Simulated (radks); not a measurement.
Problem. Bi2+, 81 electrons, occupied as [Hg] 6p1. All-electron calculation, Dirac Kohn-Sham, BLYP, spin-unpolarised, spherical densities, finite nucleus; open shells fill j = l - 1/2 first; Fermi nuclear charge, rms radius 5.5211 fm. Program: a radial shooting solver on a logarithmic mesh with Libxc functionals.

Spin-orbit splittings of the eigenvalues, e(l+1/2) - e(l-1/2), with zeta = 2 splitting/(2l+1) and mean radii in bohr:

| shell | occ. | splitting (eV) | zeta (eV) | <r> j=l-1/2 | <r> j=l+1/2 |
|---|---|---|---|---|---|
| 2p | 6 | 2320 | 1547 | 0.05388 | 0.06292 |
| 3p | 6 | 519.4 | 346.3 | 0.1615 | 0.1780 |
| 3d | 10 | 110.1 | 44.06 | 0.1545 | 0.1595 |
| 4p | 6 | 128.0 | 85.36 | 0.3777 | 0.4125 |
| 4d | 10 | 23.90 | 9.560 | 0.4161 | 0.4272 |
| 4f | 14 | 5.492 | 1.569 | 0.4381 | 0.4442 |
| 5p | 6 | ? | ? | 0.8850 | 0.9747 |
| 5d | 10 | 3.023 | 1.209 | 1.205 | 1.247 |
| 6p | 1 | 2.651 | 1.767 | 2.453 | 2.721 |

Estimate the 5p splitting.

Solution. 24.72 eV (zeta = 16.48 eV).
